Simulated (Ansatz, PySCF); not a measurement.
Gas-phase reaction (SMILES): N[Si](N)(F)F -> N[Si](F)F + [NH2] (NH2); the N-Si bond at the site shown breaks (other sites are not compared here).

Geometries: B3LYP-D3(BJ)/def2-TZVP minima from Ansatz (an electronic-structure program), one conformer each, not searched for the lowest. Cores are frozen in the correlated levels unless marked. Open shells are spin-unrestricted. No spin-orbit coupling. No relativistic terms. Basis-set limits of correlation are two-point, X^-3; Hartree-Fock from the larger set. [CCSD(T)-MP2]/basis is that difference in the basis named. Thermal terms are rigid-rotor harmonic-oscillator values from B3LYP-D3(BJ) frequencies (Ansatz or PySCF) at 298.15 K and 1 atm. 1 Eh = 627.5095 kcal/mol. Electronic entropy comes from spin alone.

```csv
species,"E, RI-MP2/CBS(aug-cc-pV(T+d)Z,aug-cc-pV(Q+d)Z)+[CCSD(T)-MP2]/aug-cc-pV(T+d)Z (Ansatz) (Eh)","E, PBE/def2-TZVPD (Ansatz) (Eh)",H - E (Eh),G - E (Eh)
N[Si](N)(F)F,-600.70038,-600.98893,0.06676,0.02995
N[Si](F)F,-544.67922,-544.97611,0.03741,0.00229
[NH2] (NH2),-55.82323,-55.83093,0.02268,0.00058
```

Problem. Work out ΔE and ΔH, ΔG, ΔS and the equilibrium constant at 298.15 K at the first level, then ΔH at the second.

Solution. 
1. ΔE = [(-544.67922) + (-55.82323)] - [(-600.70038)] = 0.19793 Eh = 124.2 kcal/mol at RI-MP2/CBS(aug-cc-pV(T+d)Z,aug-cc-pV(Q+d)Z)+[CCSD(T)-MP2]/aug-cc-pV(T+d)Z.
2. The terms H - E add up to -0.00667 Eh, so ΔH = (0.19793 + (-0.00667))×627.5095 = 120.0 kcal/mol.
3. The terms G - E add up to -0.02708 Eh, so ΔG = 107.2 kcal/mol, and ΔS = (-0.00667 - (-0.02708))×627509.5/298.15 = 43.0 cal/(mol K).
4. log10 K = -ΔG/(RT ln 10) = -78.6, with RT ln 10 = 1.3642 kcal/mol.
5. With ΔH and ΔS taken as constant, ΔG changes sign near ΔH/ΔS = 2790 K, a rough figure that leaves out heat capacities.
6. At PBE/def2-TZVPD the same steps give ΔE = 114.1 and ΔH = 110.0 kcal/mol, a shift of -10.0 from the first level.
7. These values are not checked against measurement here, since the tables used lack a sound gas-phase enthalpy of formation for at least one species.
